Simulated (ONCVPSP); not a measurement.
# Te (Z = 52), ONCV: configuration errors across variants

```
Element                 : Te
Generator               : ONCVPSP 4.0.1
Type                    : optimised norm-conserving Vanderbilt (ONCV)
Functional              : Wu-Cohen
Relativity              : scalar-relativistic
Frozen core             : [Ar] 3d10
Valence charge          : 24
Reference configuration : 4s2 4p6 4d10 5s2 5p4
Partial waves           : 4s+5s: rc 1.25 bohr, ncon 3, nbas 6, qcut 8.4 1/bohr, 2 projectors; 4p+5p: rc 1.60 bohr, ncon 5, nbas 9, qcut 8.7 1/bohr, 2 projectors; 4d: rc 0.85 bohr, ncon 3, nbas 7, qcut 9.8 1/bohr, 3 projectors, debl 0.5 Ha
Local potential         : polynomial inside 0.75 bohr (lpopt 5, dvloc0 6 Ha)
Core correction         : Teter function fitted to the true core (icmod 2), fcfact 0.3
```

In the d channel the program set the typed energies aside and used -1.528, 0.250, 0.750 Ha.

All-electron excitation energies from the reference (eV): (1) 4s2 4p6 4d10 5s2 5p3 9.761; (2) 4s2 4p6 4d10 5s2 5p2 27.754; (3) 4s2 4p6 4d10 5s2 5p1 54.751; (4) 4s2 4p6 4d10 5s1 5p4 19.645.

2 further variants failed, have other tests or too few solved ones, and are left out.

A true bound ghost makes a file unfit for plane-wave use even where its test errors are small: the radial tests pick states by their node count and pass the ghost by.

Errors AE − PS in meV (a dash: test not solved or not reliable):

```tsv
change	(1)	(2)	(3)	(4)	bound ghosts	GHOST(+) flags above zero
base	-2.3	-6.9	-14	-4.0	d	s, d
core correction Teter function, fcfact 2.25, rcfact 1.35	-2.3	-6.9	-14	-3.9	d	s, d
local potential polynomial inside 0.70 bohr (lpopt 1, dvloc0 0 Ha)	-2.3	-6.9	-14	-4.0	d	s, d
p: nbas 10	-2.3	-6.9	-14	-4.0	d	s, d
```

Q: Give the same row for: s: qcut 8.9; p: qcut 9.3; d: qcut 10.4.

A: -2.3, -7.0, -14, -3.8; bound ghosts: d; GHOST(+) flags above zero: s, d.
